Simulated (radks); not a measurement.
Problem. The mean radii <r> (bohr) of the occupied orbitals of an atom or ion are listed with their occupations. Calculated with a radial shooting solver on a logarithmic mesh with Libxc functionals: scalar-relativistic Kohn-Sham, r2SCAN, spin-polarised, spherical densities, finite nucleus; meta-GGA in the generalised Kohn-Sham scheme; Fermi nuclear charge, rms radius of each element as measured or else 0.836 A^(1/3) + 0.57 fm.

orbital  occ.      <r>
1s up       1  0.02001
1s down     1  0.02001
2s up       1  0.08486
2s down     1  0.08486
2p up       3  0.07542
2p down     3  0.07542
3s up       1   0.2207
3s down     1   0.2206
3p up       3   0.2201
3p down     3   0.2200
3d up       5   0.1999
3d down     5   0.1998
4s up       1   0.4970
4s down     1   0.4973
4p up       3   0.5267
4p down     3   0.5267
4d up       5   0.5669
4d down     5   0.5665
5s up       1    1.127
5s down     1    1.129
5p up       2    1.249
4f up       7   0.6758
4f down     4   0.6757

Name the element and its charge. Open shells, if any, are filled with parallel spins first.

Solution. Z = 69, thulium, charge +8: Tm8+ in [Kr] 4d10 4f11 5s2 5p2. The 1s radius gives Z: for a bare nucleus <r> = (2 gamma + 1)/(2Z) with gamma = sqrt(1 - (Z/c)^2), 0.01977 bohr for Z = 69, and screening makes it slightly larger (0.02001 here). The occupations add up to 61, and the charge is Z minus that.
